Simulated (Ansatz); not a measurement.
A run for Ansatz (a first-principles code): U-PBE/cc-pVTZ on AsH3 (SMILES [AsH3]), a point of a bond scan (R = 4.118 Å).

Ansatz 0.2 input:
```yaml
crystal:
  periodic: [false, false, false]
  atoms:
    - {symbol: As, position_ang: [0.00042674, 0.00037277, 0.07075147]}
    - {symbol: H, position_ang: [-0.76050419, 3.32669128, -2.23467906]}
    - {symbol: H, position_ang: [-0.93712035, -0.86192286, -0.76812259]}
    - {symbol: H, position_ang: [1.20443737, -0.38272110, -0.78356432]}
basis:
  gaussian:
    orbitals: cc-pVTZ
hamiltonian:
  xc: {name: PBE}
magnetization: {spin_polarized: true, initial_magnetization: 0}
```

It printed:

```
WARN ansatz: RAYON_NUM_THREADS=2 ignored (pool sized by the plan → 2); use --threads N
Functional definition: PBE
integrals: 0.02 GiB planned
551 factors; their error is unknown
mean field: 0.21 GiB planned
mean field evaluation 1: about -60873.8180 eV, gradient 1.8e1 eV
mean field evaluation 2: about -60863.2639 eV, gradient 3.2e1 eV
mean field evaluation 4: about -60868.2925 eV, gradient 2.0e1 eV
mean field evaluation 8: about -60877.2089 eV, gradient 5.3e-4 eV
mean field evaluation 16: about -60878.2740 eV, gradient 2.9e-1 eV
mean field evaluation 32: about -60878.2760 eV, gradient 9.9e-4 eV
mean field -60878.27600467 eV, -2237.2353783939 hartree, gradient 2.4e-5 eV, S^2 0.993443; 3 other end points of the search recorded, 0 dependent functions left out
reference -60878.27604112 eV, -2237.2353797336 hartree; 18, 18 occupied and 67, 67 virtual orbitals, 551 factors
Total energy: -60878.27604112 eV, -2237.2353797336 hartree
```

Self-consistency was reached. Its determinant has ⟨S²⟩ = 0.99, a mixture of spin states.

Cost: very roughly 5 core-seconds.
